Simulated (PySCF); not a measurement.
Radial density of Rb(2+) (rubidium, charge +2)

LDA, [Ar] 3d10 4s2 4p5, 2P determinant. Calculation: PySCF 2.14, in cc-pVDZ-X2C; the spin-free X2C one-electron Hamiltonian (Gaussian nucleus).

| r (bohr) | 4πr²ρ (e/bohr) | 4πr²(ρα − ρβ) |
| --- | --- | --- |
| 0.0295 | 46.19 | 0.0087 |
| 0.0496 | 39.04 | 0.0308 |
| 0.0834 | 44.90 | 0.0610 |
| 0.140 | 54.46 | 0.0275 |
| 0.236 | 32.60 | 0.0287 |
| 0.397 | 39.21 | 0.1585 |
| 0.667 | 20.14 | 0.0026 |
| 1.12 | 6.266 | 0.5635 |
| 1.89 | 3.580 | 0.5392 |
| 3.18 | 0.3362 | 0.0595 |
| 5.34 | 0.0002465 | 0.0000 |
| 8.98 | 4.145e-05 | 0.0000 |
| 15.1 | 6.358e-05 | 0.0000 |

Densities and radii are taken from the X2C orbitals without a picture-change correction, which distorts them close to the nucleus.
